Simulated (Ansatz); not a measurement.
Consider the substitution at a C–Si bond: `O[SiH2]C#C[SiH3]` + CH₃OH → `COC#C[SiH3]` + `O[SiH3]`.

Gas-phase electronic energies from Ansatz, PBE0-D4/def2-TZVP geometries. CCSD(T)/CBS adds triple-zeta CCSD(T) − MP2 to the extrapolated MP2 energy (def2 sets, frozen cores). This one scheme is used for every species. Functionals use def2-TZVPP. One conformer a species, not always the lowest.

```json
{"level": "LDA (SPW92)", "ΔE (eV)": "0.89"}
{"level": "B97M-V", "ΔE (eV)": "1.07"}
{"level": "r2SCAN0", "ΔE (eV)": "1.09"}
{"level": "SCS-MP2/def2-TZVPP", "ΔE (eV)": "1.20"}
```

(1) What does CCSD(T)/CBS give? (An estimate is asked.)

Largest T1 diagnostic among the species: 0.013.

Results:

(1) Ansatz gave: +1.24 eV. The listed levels differ from it by -0.35, -0.17, -0.15, -0.04 eV.

At CCSD(T), def2-SVP lies −0.28 eV from the extrapolated value and def2-TZVPP −0.05 eV. From PBE to PBE0 (25 % exact exchange), in def2-TZVPP and without D4, ΔE moves by +0.04 eV.
